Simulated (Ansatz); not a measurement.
`C/[C]([AlH2])=C\O`. The species carries charge 0 and has multiplicity 1. The geometry is a stationary point of PBE0-D4/def2-TZVP. It is one conformer, not always the lowest.

```xyz
12

C     1.382   -0.116    0.214
C    -0.089    0.119   -0.019
Al   -0.941    1.826   -0.227
C    -0.918   -0.938   -0.094
O    -0.575   -2.236    0.018
H     1.942    0.820    0.257
H     1.574   -0.637    1.161
H     1.838   -0.714   -0.587
H    -0.087    3.165   -0.161
H    -2.512    1.852   -0.466
H    -1.988   -0.843   -0.260
H     0.376   -2.297    0.164
```

Task: What is the dipole moment at ωB97M-V/def2-TZVPP? (Estimate.)

Result: Ansatz gave: 1.66 D, with components (1.46, -0.74, 0.26) D in this frame, pointing from negative to positive charge.

Task: And with PBE, r2SCAN, B3LYP? (Estimate.)

Result: Ansatz gave: PBE 1.89 D, r2SCAN 1.86 D, B3LYP 1.73 D.

Task: Give the Mulliken charges with ωB97M-V, r2SCAN, PBE in def2-TZVPP. (Best estimate.)

Result: Ansatz gave: 
```csv
atom,ωB97M-V,r2SCAN,PBE
C1,-0.38,-0.18,-0.29
C2,-0.22,-0.25,-0.13
Al3,0.37,0.46,0.31
C4,0.07,0.11,0.01
O5,-0.27,-0.29,-0.23
H6,0.10,0.05,0.09
H7,0.12,0.06,0.09
H8,0.12,0.06,0.09
H9,-0.11,-0.16,-0.12
H10,-0.12,-0.16,-0.13
H11,0.12,0.09,0.11
H12,0.20,0.22,0.20
```

B3LYP here is the variant with VWN-RPA as its local correlation; programs differ in this.
